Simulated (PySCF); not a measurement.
Computed properties of B(CCH)(Cl)(OMe) (C₃H₄BClO), SMILES C#CB(Cl)OC

C₃H₄BClO, SMILES C#CB(Cl)OC. The structure is a stationary point at PBE0-D3(BJ)/def2-SVP. The structure was generated by enumeration, and PubChem lists no compound with its InChIKey, so it may never have been made. One conformer was computed; it need not be the lowest. All values are computed for the isolated molecule unless a solvent is named; none is compared with measurement here.

**Structure.** The optimised structure has Cs symmetry. All 24 harmonic modes at PBE0-D3(BJ)/def2-SVP (PySCF) are real, so it is a minimum. With heavy atoms numbered as in [B:1]([C:2]#[CH:3])([Cl:5])[O:6][CH3:7], the shortest bond between them is C2–C3 at 1.216 Å and the longest B1–Cl5 at 1.777 Å.

**Vibrations.** The strongest infrared lines (harmonic, unscaled, degenerate partners summed) lie at 1412 cm⁻¹ (354 km/mol, H 43 %, B 23 %, O 17 %, C 16 %), 1042 cm⁻¹ (319 km/mol, B 56 %, C 18 %, O 16 %), 1516 cm⁻¹ (267 km/mol, H 45 %, B 28 %, O 26 %). The softest mode is at 43 cm⁻¹ and the zero-point energy is 42.6 kcal/mol.

**Electronic structure.** HF/def2-TZVP (PySCF) places the frontier levels at -10.99 and 2.45 eV, a gap of 13.44 eV, and gives a dipole moment of 1.07 D and a mean polarisability of 58.9 bohr³. PBE/def2-TZVP (PySCF) at the same geometry gives -6.96 and -2.14 eV, so its gap is 8.62 eV narrower. An orbital gap is neither the optical nor the fundamental gap.

**Excitations.** TDDFT-CAM-B3LYP/def2-SVPD (PySCF) has S1 at 5.16 eV (240 nm, f = 0.000, dark); the most intense of the 10 singlets computed lies at 8.32 eV (f = 0.81). T1 (TDA) is at 4.51 eV. TDDFT-PBE/def2-SVPD (PySCF) puts S1 at 4.87 eV. No vertical singlet excitation falls in the visible range (under 3.1 eV).

**NMR.** GIAO shifts at PBE0/pcSseg-1 (PySCF) (non-relativistic, atoms alike by connectivity averaged): ¹³C from 56.8 to 102.5 ppm against TMS; ¹H from 3.0 to 4.3 ppm against TMS; ¹¹B at 14.2 ppm against BF3. Without spin–orbit terms, shifts of atoms bonded to Cl or Br come out too high.
